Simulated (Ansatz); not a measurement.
CH8GeSi2 (`[SiH3][SiH]1[CH2][GeH2]1`). Total charge 0; spin multiplicity 1. All single points use the PBE0-D4/def2-TZVP geometry.

```xyz
12

Si    2.177    0.355   -0.139
Si    0.156   -0.775   -0.311
C    -1.372    0.249   -0.758
Ge   -1.548   -0.277    1.160
H     1.905    1.674    0.492
H     2.802    0.584   -1.471
H     3.130   -0.405    0.711
H     0.201   -2.137   -0.902
H    -1.236    1.309   -0.955
H    -2.090   -0.201   -1.438
H    -1.438    0.878    2.156
H    -2.686   -1.255    1.453
```

**Question.** What is the dipole moment at r2SCAN/def2-TZVPP? (Best estimate.)

**Answer.** The calculation gave: 0.43 D, with components (-0.16, 0.15, -0.36) D in this frame, pointing from negative to positive charge.

**Question.** And with PBE, B3LYP, ωB97M-V? (An estimate is asked.)

**Answer.** The calculation gave: PBE 0.42 D, B3LYP 0.34 D, ωB97M-V 0.30 D.

**Question.** Give the Mulliken charges with r2SCAN, ωB97M-V, PBE in def2-TZVPP. (An estimate is asked.)

**Answer.** Computed: 
```json
{"atom": "Si1", "r2SCAN": "0.19", "ωB97M-V": "0.06", "PBE": "0.11"}
{"atom": "Si2", "r2SCAN": "0.15", "ωB97M-V": "0.11", "PBE": "0.09"}
{"atom": "C3", "r2SCAN": "-0.35", "ωB97M-V": "-0.45", "PBE": "-0.32"}
{"atom": "Ge4", "r2SCAN": "0.04", "ωB97M-V": "0.01", "PBE": "0.05"}
{"atom": "H5", "r2SCAN": "-0.06", "ωB97M-V": "-0.02", "PBE": "-0.04"}
{"atom": "H6", "r2SCAN": "-0.06", "ωB97M-V": "-0.02", "PBE": "-0.04"}
{"atom": "H7", "r2SCAN": "-0.06", "ωB97M-V": "-0.01", "PBE": "-0.04"}
{"atom": "H8", "r2SCAN": "-0.08", "ωB97M-V": "-0.02", "PBE": "-0.06"}
{"atom": "H9", "r2SCAN": "0.11", "ωB97M-V": "0.14", "PBE": "0.11"}
{"atom": "H10", "r2SCAN": "0.11", "ωB97M-V": "0.14", "PBE": "0.11"}
{"atom": "H11", "r2SCAN": "0.00", "ωB97M-V": "0.03", "PBE": "0.01"}
{"atom": "H12", "r2SCAN": "0.00", "ωB97M-V": "0.03", "PBE": "0.01"}
```

B3LYP here is the variant with VWN-RPA as its local correlation; programs differ in this.
